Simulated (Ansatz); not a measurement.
```xyz
2

Mn    0.0000    0.0000    0.0000
Cl    0.0000    0.0000    2.2400
```

Basis set: cc-pVTZ (spherical functions). Frozen core: 10 orbitals. Charge 0, multiplicity 7.

Computed with Ansatz (development build ahead of 0.2.0); the reference of a correlated method needn't be the lowest determinant of its kind.

(1) Give the atomization energy at this shape (free ground-state atoms in the same class of orbitals less the molecule, no zero-point energy) of septet MnCl by UHF-CCSD(T), UHF-CCSD.

## Answers

(1)

| method | atomization energy |
| --- | --- |
| UHF-CCSD(T) | 3.40 eV |
| UHF-CCSD | 3.37 eV |

Caution: the reference determinant was not shown to be the lowest.
